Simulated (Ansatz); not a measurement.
`C[SiH]1N=C1F` + HCl → `FC1=N[SiH]1Cl` + CH₄ at 400 K and 1 bar (ligand exchange at the Si–C bond).

Calculated with Ansatz (gas phase, PBE0-D4/def2-TZVP geometries, no zero-point term in ΔE). CCSD(T)/CBS adds triple-zeta CCSD(T) − MP2 to the extrapolated MP2 energy (def2 sets, frozen cores). This one scheme is used for every species.

```tsv
species	CCSD(T)/CBS energy (Eh)	H − E (kJ/mol)	S (J/(mol·K))
`C[SiH]1N=C1F`	-522.03748	179.9	353.3
HCl	-460.38127	29.6	195.4
`FC1=N[SiH]1Cl`	-941.99197	84.7	339.9
CH₄	-40.46206	131.3	197.2
```

H − E and S are ideal-gas, rigid-rotor, harmonic terms from PBE0-D4/def2-TZVP, for one conformer and one mirror image of each species. 1 Eh = 2625.50 kJ/mol, R = 8.31446 J/(mol·K).

Task: By hand: ΔE, ΔH, ΔS and ΔG.

Result: ΔE = (-941.99197) + (-40.46206) − (-522.03748) − (-460.38127) = -0.03528 Eh = -92.6 kJ/mol. Δ(H − E) = 84.7 + 131.3 − 179.9 − 29.6 = 6.5, so ΔH = -86.1 kJ/mol. ΔS = 339.9 + 197.2 − 353.3 − 195.4 = -11.6 J/(mol·K). ΔG = -86.1 − 400 × (-11.6)/1000 = -81.5 kJ/mol.

Task: By hand: the equilibrium constant, and the temperature at which ΔG would vanish if ΔH and ΔS stayed fixed.

Result: log₁₀ K = −ΔG/(RT ln 10) = 10.6. ΔG = 0 at ΔH/ΔS = 7422 K, far beyond where these terms or the molecules hold.

The number of gas molecules stays the same, so ΔS is small and ΔH decides. A doubt of 5 kJ/mol in ΔE shifts log₁₀ K by 0.7 here. Other conformers and mirror images would add mixing entropy, several J/(mol·K) or more a flexible species. These are equilibria of isolated gas molecules and say nothing of rates. Largest T1 diagnostic: 0.014 (customary marks: 0.02 for closed shells, 0.045 for open ones).
